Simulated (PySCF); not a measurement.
Output of ΔSCF core-hole calculations on `CC(C)(C)c1ccco1` (2-tert-butylfuran).

The calculation used delta-SCF UKS SCAN, pcX-2 on the ionised atom, pcseg-1 elsewhere, spin-free X2C (PySCF 2.14.0). The program numbers atoms from 0. The cycles run on a coarse integration grid; for E(ground) and E(ion) the exchange–correlation energy is redone on a finer one, so they differ from the last cycle, and only they enter the binding energy.

Atom n of the output is atom n + 1 of `[CH3:1][C:2]([CH3:3])([CH3:4])[c:5]1[cH:6][cH:7][cH:8][o:9]1`.

```
ground state, core basis on atom 5 (C), 217 functions
  cycle   1  E = -387.20590307  |g| = 6.15e-02
  cycle   2  E = -387.20552292  |g| = 4.75e-02
  cycle   3  E = -387.20570907  |g| = 3.78e-02
  cycle   4  E = -387.20604343  |g| = 1.05e-02
  cycle   5  E = -387.20607111  |g| = 1.31e-03
  cycle   6  E = -387.20607078  |g| = 5.42e-04
  cycle   7  E = -387.20607206  |g| = 1.33e-04
  E(ground) = -387.22776105 Eh
hole in C 1s of atom 5
  cycle   1  E = -375.96733201  |g| = 1.52e+00
  cycle   2  E = -375.02534551  |g| = 1.99e+00
  cycle   3  E = -376.38989639  |g| = 5.81e-01
  cycle   4  E = -376.44596486  |g| = 4.73e-01
  ...
  cycle  11  E = -376.55026719  |g| = 1.22e-03
  cycle  12  E = -376.55026963  |g| = 9.54e-04
  cycle  13  E = -376.55027160  |g| = 3.37e-04
  E(ion) = -376.57109914 Eh   <S^2> = 0.7845   hole on atom = 1.000
```

What is the C 1s binding energy of atom 5?

(-376.571099 − (-387.227761)) Eh × 27.2114 eV/Eh = 289.98 eV, for the aromatic CH carbon.

```
ground state, core basis on atom 6 (C), 217 functions
  cycle   1  E = -387.20602492  |g| = 5.96e-02
  cycle   2  E = -387.20580766  |g| = 3.71e-02
  cycle   3  E = -387.20585973  |g| = 3.38e-02
  cycle   4  E = -387.20613084  |g| = 8.42e-03
  cycle   5  E = -387.20614830  |g| = 4.69e-04
  E(ground) = -387.22784432 Eh
hole in C 1s of atom 6
  cycle   1  E = -375.96478563  |g| = 1.51e+00
  cycle   2  E = -375.03441902  |g| = 1.99e+00
  cycle   3  E = -376.35323376  |g| = 6.44e-01
  cycle   4  E = -376.44303853  |g| = 4.71e-01
  ...
  cycle  11  E = -376.54302260  |g| = 1.59e-03
  cycle  12  E = -376.54302848  |g| = 7.85e-04
  cycle  13  E = -376.54302901  |g| = 4.20e-04
  E(ion) = -376.56378966 Eh   <S^2> = 0.7960   hole on atom = 1.000
```

What is the C 1s binding energy of atom 6?

(-376.563790 − (-387.227844)) Eh × 27.2114 eV/Eh = 290.18 eV, for the aromatic CH carbon.

```
ground state, core basis on atom 0 (C), 217 functions
  cycle   1  E = -387.09607221  |g| = 6.40e-01
  cycle   2  E = -387.02336236  |g| = 8.32e-01
  cycle   3  E = -387.20044360  |g| = 1.07e-01
  cycle   4  E = -387.20236049  |g| = 5.75e-02
  cycle   5  E = -387.20305980  |g| = 1.94e-02
  cycle   6  E = -387.20313988  |g| = 8.24e-03
  cycle   7  E = -387.20315751  |g| = 2.28e-03
  cycle   8  E = -387.20315805  |g| = 1.14e-03
  cycle   9  E = -387.20316028  |g| = 4.71e-04
  E(ground) = -387.22406292 Eh
hole in C 1s of atom 0
  cycle   1  E = -375.96879914  |g| = 1.51e+00
  cycle   2  E = -375.11615030  |g| = 1.91e+00
  cycle   3  E = -376.45043807  |g| = 4.25e-01
  cycle   4  E = -376.46784338  |g| = 3.63e-01
  ...
  cycle  10  E = -376.53647843  |g| = 1.10e-03
  cycle  11  E = -376.53647967  |g| = 5.64e-04
  cycle  12  E = -376.53648053  |g| = 2.88e-04
  E(ion) = -376.55656575 Eh   <S^2> = 0.7684   hole on atom = 1.000
```

What is the C 1s binding energy of atom 0?

(-376.556566 − (-387.224063)) Eh × 27.2114 eV/Eh = 290.28 eV, for the methyl carbon.

The ground state is recomputed for each atom, because the flexible core basis sits on the ionised atom alone; energies of different blocks can't be mixed. Isolated species at its PBE0-D3(BJ)/def2-SVP geometry, gas phase.

Shape of the structure used: `[CH3:1][C:2]([CH3:3])([CH3:4])[c:5]1[cH:6][cH:7][cH:8][o:9]1`: C1–C2–C5–C6 120°.
Labels such as C1 count atoms from 1, the log's own numbers from 0.
